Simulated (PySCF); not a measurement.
## Electron correlation in Co²⁺ (cobalt, charge +2)

[Ar] 3d6 4s1, 4s spin antiparallel (an excited configuration). Computed with PySCF 2.14 in aug-cc-pVQZ, with no relativity, point nucleus. Frozen: [Ar]; 7 electrons correlated.

MP2 pair energies summed by pair of shells (mhartree):

```tsv
pair	energy	share (%)
3d-3d	-130.82	84.6
3d-4s	-23.87	15.4
```

Total MP2 correlation energy: -154.69 mhartree.

Same-spin part -77.73 and opposite-spin part -76.96 mhartree; SCS-MP2 scales them by 1/3 and 6/5 to -118.26 mhartree.
